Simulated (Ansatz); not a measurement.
```json
{"atom": "C", "x (Å)": "0.0000", "y (Å)": "0.7050", "z (Å)": "0.0000"}
{"atom": "C", "x (Å)": "-1.4100", "y (Å)": "0.7050", "z (Å)": "0.0000"}
{"atom": "C", "x (Å)": "-1.4100", "y (Å)": "-0.7050", "z (Å)": "0.0000"}
{"atom": "C", "x (Å)": "0.0000", "y (Å)": "-0.7050", "z (Å)": "0.0000"}
{"atom": "C", "x (Å)": "0.9970", "y (Å)": "1.7020", "z (Å)": "0.0000"}
{"atom": "C", "x (Å)": "2.4070", "y (Å)": "1.7020", "z (Å)": "0.0000"}
{"atom": "C", "x (Å)": "3.4040", "y (Å)": "0.7050", "z (Å)": "0.0000"}
{"atom": "C", "x (Å)": "3.4040", "y (Å)": "-0.7050", "z (Å)": "0.0000"}
{"atom": "C", "x (Å)": "2.4070", "y (Å)": "-1.7020", "z (Å)": "0.0000"}
{"atom": "C", "x (Å)": "0.9970", "y (Å)": "-1.7020", "z (Å)": "0.0000"}
{"atom": "H", "x (Å)": "-2.1772", "y (Å)": "1.4722", "z (Å)": "0.0000"}
{"atom": "H", "x (Å)": "-2.1772", "y (Å)": "-1.4722", "z (Å)": "0.0000"}
{"atom": "H", "x (Å)": "0.5818", "y (Å)": "2.7044", "z (Å)": "0.0000"}
{"atom": "H", "x (Å)": "2.8222", "y (Å)": "2.7044", "z (Å)": "0.0000"}
{"atom": "H", "x (Å)": "4.4065", "y (Å)": "1.1202", "z (Å)": "0.0000"}
{"atom": "H", "x (Å)": "4.4065", "y (Å)": "-1.1202", "z (Å)": "0.0000"}
{"atom": "H", "x (Å)": "2.8222", "y (Å)": "-2.7044", "z (Å)": "0.0000"}
{"atom": "H", "x (Å)": "0.5818", "y (Å)": "-2.7044", "z (Å)": "0.0000"}
```

Basis set: def2-TZVP. Charge 0. Computed with Ansatz (development build ahead of 0.2.0); the lowest solution found for each multiplicity.

Question: How do the multiplicities compare at this shape? Give, from the lowest of each method, PBE0 (unrestricted) for 1, 3; PBE0 (restricted) for 1, 3.

Answer:

```csv
method,multiplicity,E (eV),<S²>
"PBE0, unrestricted",1,0.000,0.31
"PBE0, unrestricted",3,0.958,2.03
"PBE0, restricted",1,0.000,0.00
"PBE0, restricted",3,1.047,2.00
```

Caution for PBE0, unrestricted: the unrestricted determinant is spin contaminated.
